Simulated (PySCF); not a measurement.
Computed spin Hamiltonian

C5H6OS (charge +1 and doublet state).
Cartesian coordinates in Å at the GFN2-xTB level; atoms count from 1:
```xyz
13
C5H6OS angstrom
C      1.962    0.366   -1.579
C      1.390   -0.443   -0.899
C      0.702   -1.393   -0.080
S      0.042   -0.761    1.482
C     -0.680    0.790    0.929
C     -1.762    0.588   -0.129
O     -1.859   -0.358   -0.838
H      2.505    1.036   -2.182
H     -0.191   -1.742   -0.633
H      1.329   -2.256    0.156
H     -1.087    1.304    1.800
H      0.091    1.418    0.470
H     -2.446    1.451   -0.180
```

The hyperfine couplings belong to this conformer and change with its torsions.

The species is `C#CC[S+]CC=O` [radical] (charge +1).

Theory: UKS B3LYP, pcH-1 on C H O S, non-relativistic, mean-field spin-orbit, GIAO in PySCF 2.14.0. The structure is a single GFN2-xTB conformer in the gas phase; no vibrational or solvent corrections. A GFN2-xTB geometry isn't a minimum of the functional, and hyperfine couplings can be far from their values at a DFT geometry, by a factor of two or more for some ions and for spin on atoms past the first row. Stability of the SCF solution: not tested.

- g1, g2, g3: 2.00220, 2.01676, 2.02855
- g_iso: 2.01584
- Form of g: rhombic: the two nearest values differ by 45 % of g3 − g1
- ⟨S²⟩: 0.7531 (exact 0.7500)
- Total energy: -667.17291 Eh

Hyperfine couplings atom by atom, in MHz; T1 to T3 are the principal values of the dipolar part; ρ(0) is the spin density at the nucleus:

```csv
atom,isotope,a_iso,of which spin–orbit,T1,T2,T3,Mulliken spin population,ρ(0) (bohr⁻³)
C1,13C,4.5,0.2,-6.0,-4.0,10.0,0.05,0.0039
C2,13C,11.3,0.3,-3.5,-1.9,5.5,0.02,0.0098
C3,13C,-9.4,0.4,-6.9,-5.8,12.7,-0.01,-0.0087
S4,33S,24.5,0.8,-65.6,-62.5,128.1,0.66,0.0692
C5,13C,-6.9,0.4,-7.2,-6.5,13.7,0.00,-0.0064
C6,13C,1.6,-0.1,-8.1,-3.9,12.0,0.01,0.0014
O7,17O,-8.4,0.0,-41.1,19.1,22.0,0.13,0.0139
H8,1H,-3.9,0.1,-2.8,-0.8,3.6,0.00,-0.0009
H9,1H,177.3,0.0,-8.2,-2.4,10.7,0.06,0.0397
H10,1H,29.4,0.1,-3.7,-2.9,6.5,0.01,0.0066
H11,1H,-0.6,0.1,-3.6,-1.7,5.3,0.00,-0.0002
H12,1H,55.1,0.0,-3.6,-2.4,6.0,0.02,0.0123
H13,1H,108.6,0.0,-3.5,-2.4,5.8,0.05,0.0243
```

Largest spin populations (Mulliken): S4 (+0.66) and O7 (+0.13). No atom but S4 exceeds +0.15.

Axes: g3 points within 10° of the S4–C5 bond.

Under fast tumbling the dipolar parts average out, and these isotropic splittings remain: 1 × 1H (H13, I = 1/2, 2 lines) with 3.85 mT, 2 × 1H (H9/H10, I = 1/2, 3 lines) with 3.66 mT, 2 × 1H (H11/H12, I = 1/2, 3 lines) with 0.96 mT and 1 × 1H (H8, I = 1/2, 2 lines) with 0.14 mT.

Means are taken over nuclei equivalent by connectivity, which assumes that they swap fast. The 1H value of +103.3 MHz is a mean of couplings from 29.4 to 177.3 MHz in this one geometry, not an average over conformers. The 1H value of +27.2 MHz is a mean of couplings from -0.6 to 55.1 MHz in this one geometry, not an average over conformers.

The 17O coupling of O7 (-8.4 MHz) shows only in satellite lines or after enrichment, since that isotope makes up about 0.038 % of natural oxygen.

The 33S coupling of S4 (24.5 MHz) shows only in satellite lines or after enrichment, since that isotope makes up about 0.76 % of natural sulfur.

Examples of negative spin density at the nucleus (bohr⁻³): C3 (-0.0087) and C5 (-0.0064).
